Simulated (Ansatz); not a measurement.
The cluster W2O5⁻, relaxed as a doublet with UKS PBE-D4/def2-SVPD in Ansatz, starting from the GFN1-xTB geometry. Force threshold 0.02 eV/Å.

In the def2 sets W takes a core potential; there is no spin–orbit coupling. The relaxation made no stability test and no search for a lower SCF solution. No other spin state of charge -1 was run. The structure comes from a short search, and lower isomers may exist.

Start:

```tsv
atom	x (Å)	y (Å)	z (Å)
W1	-1.0718	0.0655	-0.8828
W2	0.9015	-0.1789	1.0420
O3	-1.4562	1.6966	-1.2179
O4	2.1549	-1.2373	0.5620
O5	1.2895	1.2882	1.8370
O6	-0.9332	-1.0543	-2.1722
O7	-0.8848	-0.5798	0.8320
```

| step | energy (eV) | largest force component (eV/Å) | SCF passes |
| --- | --- | --- | --- |
| 1 | -13881.1696 | 2.956 | 30 |
| 2 | -13881.6597 | 0.934 | 35 |
| 3 | -13881.7160 | 1.749 | 35 |
| 4 | -13881.7966 | 0.713 | 35 |
| 5 | -13881.8255 | 0.073 | 33 |
| 6 | -13881.8269 | 0.089 | 32 |
| 7 | -13881.8284 | 0.022 | 29 |
| 8 | -13881.8285 | 0.002 | 26 |

Force components are those of the run's own axes.

End:

```
atom   x (Å)   y (Å)   z (Å)
  W1  -1.188   0.026  -0.889
  W2   0.899  -0.216   1.160
  O3  -1.561   1.696  -1.250
  O4   2.193  -1.279   0.656
  O5   1.460   1.346   1.712
  O6  -0.824  -0.927  -2.310
  O7  -0.979  -0.645   0.920
```

By distances, no bond broke or formed. The bond that changes most is W1–O7, from 1.84 to 1.94 Å (atoms count from 1). The end is the same structure that another start reached, the lowest one found.

No frequencies were taken in this run, so the end may be a saddle point.

It took 31 s on 4 threads of Arm Neoverse V2 on a shared host.
